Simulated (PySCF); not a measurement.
# Working out the ionisation energy of K²⁺

K²⁺ [Ne] 3s2 3p5 (2P) → K³⁺ [Ne] 3s2 3p4 (3P). All numbers are calculated (PySCF 2.14, the spin-free X2C one-electron Hamiltonian (Gaussian nucleus), in jorge-DZP-DKH (8s6p1d, 31 functions)). Frozen: [Ne] 3s2. Energies in hartree (1 hartree = 27.21139 eV):

```
            part  K²⁺ (lower)  K³⁺ (upper)
             UHF  -600.159965  -598.498178
CCSD correlation    -0.018099    -0.010415
             (T)    -0.000045    -0.000017
```

Problem. What does Hartree-Fock give?

Solution. (-598.498178) − (-600.159965) = 1.661787 hartree = 45.220 eV.

Problem. What do CCSD and CCSD(T) give?

Solution. The CCSD correlation energies differ by 0.007684 hartree = 0.209 eV and the triples by 0.000028 hartree = 0.001 eV, so CCSD gives 45.429 eV and CCSD(T) 45.430 eV.

Reference: 45.803 eV (semi-empirical (NIST evaluation); NIST Atomic Spectra Database, ionization energies), between the lowest levels; spin-orbit coupling is absent from the calculation.

A double-zeta basis recovers only part of the correlation energy.

What remains against the reference includes basis incompleteness, the frozen core and higher excitations.
